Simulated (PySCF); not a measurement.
## A small calculation by hand: entropy of an ideal gas

(Z)-1-bromo-2-chloro-1,2-difluoroethene (C₂BrClF₂), SMILES C(=C(/F)Br)(/F)Cl.

The structure is a stationary point at TPSSh-D3(BJ)/def2-SVP.

TPSSh-D3(BJ)/def2-SVP (PySCF) gives the harmonic wavenumbers 136, 138, 310, 333, 346, 402, 522, 524, 928, 1171, 1228, 1745 cm⁻¹ and the rotational temperatures 0.1295, 0.0594, 0.0407 K. The molar mass is 177.37 g/mol, the symmetry number 1, the spin multiplicity 1.

Work out the entropy at 298.15 K and 1 atm in the rigid-rotor, harmonic-oscillator model.


Translation (Sackur–Tetrode at 1 atm): S = R[1.5 ln M + 2.5 ln T − 1.16487] = 173.3 J/(mol K).
Rotation: q = (√π/σ) T^1.5/√(θA θB θC) = 516000, S = R[ln q + 3/2] = 121.8 J/(mol K).
Vibration: with u = 1.4388 ν/T, each mode gives R[u/(e^u − 1) − ln(1 − e^−u)]:
```tsv
ν (cm⁻¹)	modes	u	S (J/(mol K))
136	1	0.66	11.96
138	1	0.67	11.85
310	1	1.50	5.70
333	1	1.61	5.21
346	1	1.67	4.96
402	1	1.94	4.00
522	1	2.52	2.53
524	1	2.53	2.51
928	1	4.48	0.52
1171	1	5.65	0.19
1228	1	5.93	0.15
1745	1	8.42	0.02
```
These are all the modes. Sum 49.6 J/(mol K).
Spin: R ln 1 = 0.0 J/(mol K).
Total 344.8 J/(mol K); the program's own thermochemistry gives 344.7. Translation makes up 50 % and vibration 14 %. Anharmonicity, hindered rotation and orbital degeneracy are left out.
